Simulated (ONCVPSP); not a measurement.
**La (Z = 57): excitation energies, all-electron against ONCV**

ONCVPSP 4.0.1 input, shortened (lines: element, Z, core and valence counts, functional; n l f; lmax; l rc ep ncon nbas qcut; lloc lpopt rc5 dvloc0; l nproj debl; icmod fcfact rcfact), PBE, scalar-relativistic:

```
  La 57.00    9    4        4      upf
    1    0    2.00
    2    0    2.00
    2    1    6.00
    3    0    2.00
    3    1    6.00
    3    2   10.00
    4    0    2.00
    4    1    6.00
    4    2   10.00
    5    0    2.00
    5    1    6.00
    5    2    1.00
    6    0    1.50
    3
    0    2.50    0.00    4    8    4.10
    1    3.05    0.00    3    7    5.40
    2    3.65    0.00    4    9    4.50
    3    3.30    0.03    5    8    3.10
    4    5    2.35   -1.00
    0    2    3.60
    1    2    1.40
    2    2    0.50
    3    2    0.70
    3    3.75    1.20
```

In the f channel the program set the typed energies aside and used -0.262, 0.438 Ha.

Energies are relative to the spin-unpolarised reference configuration 5s2 5p6 5d1 6s1.5; without spin polarisation the order of configurations can differ from experiment.

**Question.** Give the all-electron excitation energy and the error of the potential for: 5s2 5p6 5d1 6s2; 5s2 5p6 5d1 6s1; 5s2 5p6 5d1 6s0; 5s2 5p6 5d1 6s0 6p2.

**Answer.**

```tsv
valence configuration	charge	ΔE all-electron (eV)	error AE − PS (meV)
5s2 5p6 5d1 6s2	0	-2.400	+0.3
5s2 5p6 5d1 6s1	+1	3.567	-0.8
5s2 5p6 5d1 6s0	+2	14.455	-5.4
5s2 5p6 5d1 6s0 6p2	0	2.447	+0.4
```

Note: no bound ghost flagged; GHOST(+) flagged for s at 68.3 eV.
